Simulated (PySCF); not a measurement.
**Working out the electron affinity of In**

In⁻ [Kr] 4d10 5s2 5p2 (3P) → In [Kr] 4d10 5s2 5p1 (2P). All numbers are calculated (PySCF 2.14, a scalar-relativistic core potential, in aug-cc-pVQZ-PP with ECP28MDF (7s7p5d3f2g, 92 functions)). Frozen: 4s2 4p6 4d10. Energies in hartree (1 hartree = 27.21139 eV):

```
            part  In⁻ (lower)   In (upper)
             UHF  -189.213399  -189.210636
CCSD correlation    -0.054098    -0.042553
             (T)    -0.002322    -0.000855
```

Q: What does Hartree-Fock give?

A: (-189.210636) − (-189.213399) = 0.002763 hartree = 0.075 eV.

Q: What do CCSD and CCSD(T) give?

A: The CCSD correlation energies differ by 0.011545 hartree = 0.314 eV and the triples by 0.001467 hartree = 0.040 eV, so CCSD gives 0.389 eV and CCSD(T) 0.429 eV.

Reference: 0.384 eV (measured; photodetachment measurements, as compiled on the Wikipedia data page of electron affinities), between the lowest levels; spin-orbit coupling is absent from the calculation.

What remains against the reference includes basis incompleteness, the frozen core and higher excitations.
